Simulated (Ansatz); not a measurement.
Geometry optimisation, Ansatz, RKS PBE0-D4/def2-SVP.

Input:

```yaml
crystal:
  periodic: [false, false, false]
  atoms:
    - { symbol: Zr, position_ang: [0.050232, -0.872155, -0.558548] }
    - { symbol: O, position_ang: [0.862693, 0.290613, 2.371266] }
    - { symbol: H, position_ang: [0.070979, 0.697673, 2.742012] }
    - { symbol: "N", position_ang: [1.798329, 0.084555, -0.563558] }
    - { symbol: H, position_ang: [2.541543, 0.132434, -1.253748] }
    - { symbol: H, position_ang: [2.03126, 0.603295, 0.283852] }
    - { symbol: F, position_ang: [-1.364914, 0.334345, -0.141813] }
    - { symbol: F, position_ang: [-0.134879, -1.600132, -2.296906] }
    - { symbol: Cl, position_ang: [0.086, -2.675711, 1.153737] }
    - { symbol: H, position_ang: [0.765657, -0.662718, 2.599805] }
basis:
  gaussian: { orbitals: def2-SVP }
hamiltonian:
  xc: pbe0
  dispersion: d4
relax:
  f_tol: 0.03
  max_steps: 50
```

Run as:

```bash
$ ansatz run input.yaml --threads 4 --pin off --max-ram 5120MiB --backend cpu --events-out ev --progress --plain --runs-dir out
```

Question: Where does it end, and by what steps?

Answer: It converged. After 10 steps the energy has fallen by 0.498 eV; H3 moved furthest, 0.56 Å. Joined: Zr1–O2 (3.26 → 2.39 Å).

| step | energy less start (eV) | largest force component (eV/Å) | accepted |
| --- | --- | --- | --- |
| 0 | 0.0000 | 1.064 | yes |
| 1 | -0.1189 | 0.915 | yes |
| 2 | -0.2561 | 1.364 | yes |
| 3 | -0.3878 | 1.656 | yes |
| 4 | -0.4285 | 1.419 | yes |
| 5 | -0.4015 | 1.101 | no |
| 6 | -0.4873 | 0.325 | yes |
| 7 | -0.4941 | 0.157 | yes |
| 8 | -0.4965 | 0.060 | yes |
| 9 | -0.4973 | 0.031 | yes |
| 10 | -0.4976 | 0.029 | yes |

```xyz
10
Properties=species:S:1:pos:R:3
Zr 0.161 -0.768 -0.181
O 0.556 0.082 2.017
H -0.220 0.600 2.273
N 1.937 0.112 -0.518
H 2.453 0.066 -1.394
H 2.449 0.685 0.148
F -1.306 0.432 0.179
F -0.192 -1.409 -1.937
Cl 0.264 -2.798 1.123
H 0.605 -0.670 2.627
```

Whether the end is a true minimum wasn't checked by a vibrational analysis.

The run took 12 s on 4 threads of AMD EPYC 9R45 96-Core Processor (Zen 5), on a shared host, peak memory 0.35 GiB.
